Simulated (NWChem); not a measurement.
# CH₅NOSi, singlet; SMILES CO[Si]N

```xyz
9

Si     0.7063    -0.8207     0.0000
O      0.6274     0.8534     0.0000
C     -0.4656     1.7222     0.0000
H     -1.1031     1.5885     0.8940
H     -0.1036     2.7622     0.0000
H     -1.1031     1.5885    -0.8940
N     -0.9686    -1.2495     0.0000
H     -1.7797    -0.6372     0.0000
H     -1.2439    -2.2265     0.0000
```
Atoms are numbered in this order, from 1.

Results from NWChem. Pople sets run with spherical d functions. Low-valent species are run as closed-shell singlets; no triplet was tried in these runs. All runs use the structure optimised with PBE0/def2-SVP. Total energies compare along this basis series because the functional is fixed.

| level | basis functions | energy (Ha) | highest occupied level (eV) | orbital gap (eV) | dipole (D) |
|---|---|---|---|---|---|
| PBE/STO-3G | 29 | -454.6097 | -2.20 | 5.19 | 2.06 |
| PBE/3-21G | 50 | -457.7843 | ___ | 4.23 | ___ |
| PBE/6-31G* | 70 | -460.2305 | -5.52 | 4.26 | 3.22 |
| PBE/6-31+G* | 86 | -460.2451 | -5.79 | 4.17 | 2.97 |
| PBE/6-311G** | 110 | -460.3166 | -5.64 | 4.22 | 3.05 |
| PBE/6-311++G** | 131 | -460.3253 | -5.82 | 4.15 | 2.89 |

What belongs in the gaps?


- PBE/3-21G, highest occupied level (eV): -5.30
- PBE/3-21G, dipole (D): 3.78
